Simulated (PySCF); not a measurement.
Method: B3LYP-D3(BJ)/def2-TZVP // r2SCAN-D4/def2-SVP run with PySCF. Gas-phase values, no solvent. B3LYP has the VWN-RPA correlation part, as in Gaussian. 

Reference species: [Zn(Cl)(Br)] (neutral, multiplicity 1).

| Item | Value |
|---|---|
| charge on the central atom (Mulliken) | 0.55 e |
| charge on the central atom (meta-Löwdin) | 1.20 e |

Changed species: [Zn(Br)2] (2 of 2 Cl replaced by Br; the reference has 1 of 2 Cl replaced by Br).

Predict the effect on the charge on the central atom (Mulliken) and charge on the central atom (meta-Löwdin).

the charge on the central atom (Mulliken) drops by 0.05 e, to 0.50 e; the charge on the central atom (meta-Löwdin) falls by 0.03 e, to 1.17 e.
